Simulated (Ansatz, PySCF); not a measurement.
CH$_{4}$Cd, singlet, at a GFN2-xTB geometry (such geometries of metal compounds can be far from the true shape) (core potentials on Cd), atoms displaced at random by about 0.08 Å a coordinate. Base run: PySCF with R2SCAN/def2-SVP, gradient.

PySCF was given this input:
```python
from pyscf import gto, scf, dft

mol = gto.M(
    atom='''
Cd   -0.415471   -0.069931   -0.122384
H    -1.917851   -0.904331   -0.345696
C     1.659309    0.892230    0.257312
H     2.033503    0.572048    1.158187
H     1.542101    1.978746    0.076862
H     2.332948    0.575889   -0.540724
''',
    basis='def2-svp',
    ecp={'Cd': 'def2-svp'},
    charge=0,
    spin=0,
    verbose=4,
)

mf = dft.RKS(mol)
mf.xc = 'r2scan'
mf.kernel()
g = mf.nuc_grad_method()
grad = g.kernel()
```

Programs used: Ansatz (a first-principles code), PySCF; a row that names a program was run with it.

The coordinate followed is x of atom 4.

The base run was repeated with changes; each row names its change, and settings that it needs were set with it.

```json
[
 {"change": "base", "dE/dx (Eh/bohr)": "-0.019093", "net force (Eh/bohr)": "0.000080"},
 {"change": "finite difference step (bohr) = 1e-4; conv_tol = 1e-11", "dE/dx (Eh/bohr)": "-0.019097", "net force (Eh/bohr)": "-"},
 {"change": "grids.level = 1; grid_response = off", "dE/dx (Eh/bohr)": "-0.019083", "net force (Eh/bohr)": "0.001310"},
 {"change": "finite difference step (bohr) = 0.01; conv_tol = 1e-11", "dE/dx (Eh/bohr)": "-0.019094", "net force (Eh/bohr)": "-"},
 {"change": "grid_response = on", "dE/dx (Eh/bohr)": "-0.019091", "net force (Eh/bohr)": "0.000000"},
 {"change": "finite difference step (bohr) = 1e-3; conv_tol = 1e-11", "dE/dx (Eh/bohr)": "-0.019096", "net force (Eh/bohr)": "-"},
 {"change": "grids.level = 5; grid_response = off", "dE/dx (Eh/bohr)": "-0.019093", "net force (Eh/bohr)": "0.000048"},
 {"change": "density fitting = on", "dE/dx (Eh/bohr)": "-0.019095", "net force (Eh/bohr)": "0.000080"},
 {"change": "code = ansatz", "dE/dx (Eh/bohr)": "-0.019092", "net force (Eh/bohr)": "0.000000"},
 {"change": "finite difference step (bohr) = 0.05; conv_tol = 1e-11", "dE/dx (Eh/bohr)": "-0.019030", "net force (Eh/bohr)": "-"},
 {"change": "conv_tol = 1e-4", "dE/dx (Eh/bohr)": "-0.019154", "net force (Eh/bohr)": "0.000078"},
 {"change": "finite difference step (bohr) = 1e-5; conv_tol = 1e-11", "dE/dx (Eh/bohr)": "-0.019097", "net force (Eh/bohr)": "-"}
]
```

The net force is zero for an exact gradient.
